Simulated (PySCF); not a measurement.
## Frontier levels across methods

Species: C₃H₁₀AsB.
Z-matrix (Å and degrees, PBE0-D3(BJ)/def2-SVP geometry), rows numbered from 1:
```
As
B   1  2.0984
C   2  1.5934  1  106.01
C   3  1.5120  2  121.10  1    75.58
C   4  1.4942  3   60.28  2   106.37
H   1  1.5110  2  119.72  3   177.79
H   1  1.5119  2  118.84  3    57.18
H   1  1.5108  2  118.43  3   -61.74
H   2  1.2233  1  100.97  3  -123.28
H   2  1.2253  1   99.98  3   120.12
H   3  1.0973  2  117.30  1   -72.98
H   4  1.0942  3  118.83  5   107.57
H   4  1.0954  3  117.96  5  -107.80
H   5  1.0940  3  118.36  4  -107.91
H   5  1.0938  3  117.52  4   108.50
```

Basis pcSseg-1 throughout (PySCF), one geometry. Geometry: PBE0-D3(BJ)/def2-SVP, one conformer, isolated molecule. The calculation is non-relativistic, for arsenic too.

Problem. How do the orbital energies, the gap and the dipole change with the method?

Solution. 
```csv
method,kind,HOMO (eV),LUMO (eV),gap (eV),μ (D),SCF cycles
BLYP,GGA,-6.06,-0.66,5.41,3.40,13
OPBE,GGA,-6.15,-0.47,5.67,3.52,12
B97-D,GGA,-6.17,-0.60,5.57,3.38,12
PBE,GGA,-6.19,-0.67,5.51,3.47,13
KT2,GGA,-6.23,-0.64,5.59,3.42,12
KT3,GGA,-6.25,-0.68,5.57,3.43,12
BP86,GGA,-6.29,-0.70,5.59,3.44,13
LDA,LDA,-6.30,-0.86,5.44,3.56,13
B97-2,global hybrid,-7.13,0.18,7.31,3.57,11
B3LYP,global hybrid,-7.17,-0.12,7.05,3.54,12
PBE0,global hybrid,-7.37,0.20,7.57,3.63,11
mPW1PW91,global hybrid,-7.40,0.21,7.60,3.61,11
BHandHLYP,global hybrid,-8.44,0.99,9.43,3.68,10
CAM-B3LYP,range-separated hybrid,-8.67,1.09,9.76,3.71,11
wB97X-D,range-separated hybrid,-9.18,1.95,11.13,3.70,11
LC-wPBE,range-separated hybrid,-9.99,2.34,12.33,3.88,11
HF,Hartree–Fock,-10.06,3.26,13.32,3.80,10
```

The HOMO spans 3.99 eV, from BLYP down to HF, and the gap runs from 5.41 eV (BLYP) to 13.32 eV (HF). Over the methods BLYP (0 %), OPBE (0 %), B97-D (0 %), PBE (0 %), KT2 (0 %), KT3 (0 %), BP86 (0 %), LDA (0 %), B97-2 (21 %), B3LYP (20 %), PBE0 (25 %), mPW1PW91 (25 %), BHandHLYP (50 %), HF (100 %), a straight line through the gap against the share of exact exchange rises by 0.78 eV for each 10 % (correlation coefficient 0.999). The dipole ranges from 3.38 D (B97-D) to 3.88 D (LC-wPBE). This basis has no diffuse functions.
